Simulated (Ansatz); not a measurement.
## CBrO−: where a starting geometry ends

The starting geometry of this gas-phase singlet was optimised with GFN2-xTB.

```yaml
atoms:
  - { symbol: C, position_ang: [-1.8137, -2.2286, 0.1263] }
  - { symbol: Br, position_ang: [-3.6547, -1.5803, 1.6389] }
  - { symbol: O, position_ang: [-0.9154, -1.5043, 0.2948] }
```

Q: Predict what it relaxes into with B3LYP-D4/def2-TZVPD.

A: It falls apart into CO + Br (formulas without charges).

The energy falls by 0.28 eV over 7 steps:

| step | E − E(last) (eV) |
| --- | --- |
| 1 | 0.280 |
| 2 | 0.063 |
| 3 | 0.023 |
| 4 | 0.007 |
| 5 | 0.000 |
| 6 | 0.000 |
| 7 | 0.000 |

Final geometry (Å):

```xyz
3

C    -1.5837   -2.2843   -0.0406
Br   -4.0083   -1.5113    1.8811
O    -0.7918   -1.5177    0.2195
```

No frequencies were run, so the end isn't proven a minimum. Run with Ansatz 0.2.0, 49 s on 2 threads of AMD EPYC (Zen 3), on a shared host.
